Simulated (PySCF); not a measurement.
**What went wrong, or what changed?**

The sound run of [TlCl4]− (singlet) uses PySCF 2.14.0, RKS B3LYP, Tl def2-SVP with ECP60, Cl def2-SVP; non-relativistic Hamiltonian with scalar-relativistic core potentials where named; density fitting; no spin-orbit coupling, grid (50, 194), threshold 1e-8 and 55 cycles at the relaxed geometry. This run differs:

```python
mol = gto.M(atom='''
Tl     0.00000     0.00000     0.00000
Cl     2.02531    -0.00000     1.45986
Cl     0.00000     2.02531    -1.45986
Cl    -2.02531     0.00000     1.45986
Cl    -0.00000    -2.02531    -1.45986''',
    basis={'Tl': 'def2-SVP', 'Cl': 'def2-SVP'},
    ecp={'Tl': 'def2-SVP'},
    charge=-1, spin=0)
mf = dft.RKS(mol, xc='B3LYP')
mf.grids.atom_grid = (50, 194)
mf = mf.density_fit()  # fitting sets: Tl def2-universal-JKFIT, Cl def2-universal-JKFIT
mf.conv_tol = 1e-08; mf.max_cycle = 97
mf.kernel(mf.get_init_guess(key='1e'))
mf.nuc_grad_method().kernel()
```

Q: What was changed, and how did it end?

A: The start was changed to the bare core Hamiltonian. It converged in 13 cycles, 0.000 eV from the sound run, largest force component 0.00 eV/Å. The cycle limit differs too. No harm here: the result survives it.
```
init E= -1988.84657202911
cycle= 1 E= -2000.4006468484  delta_E= -11.6  |g|= 6.03  |ddm|= 28.4
cycle= 2 E= -1979.17595273463  delta_E= 21.2  |g|=  7.5  |ddm|= 21.3
cycle= 3 E= -2000.52422103368  delta_E= -21.3  |g|= 5.39  |ddm|= 13.3
cycle= 4 E= -2012.37769738563  delta_E= -11.9  |g|= 1.54  |ddm|= 10.8
cycle= 5 E= -2012.11765883077  delta_E= 0.26  |g|= 1.66  |ddm|=    4
...
cycle= 11 E= -2013.09579749382  delta_E= -1.5e-07  |g|= 0.000292  |ddm|= 0.00106
cycle= 12 E= -2013.09579752576  delta_E= -3.19e-08  |g|= 3.62e-05  |ddm|= 0.000551
cycle= 13 E= -2013.09579752624  delta_E= -4.83e-10  |g|= 4.93e-06  |ddm|= 6.66e-05
Extra cycle  E= -2013.09579752626  delta_E= -1.27e-11  |g|= 3.33e-06  |ddm|= 1.6e-05
converged SCF energy = -2013.09579752626
```

Run from Python with OMP_NUM_THREADS=2; the lines above give its settings.
It took 3.8 s on 2 threads of Arm Neoverse V2, on a shared host.
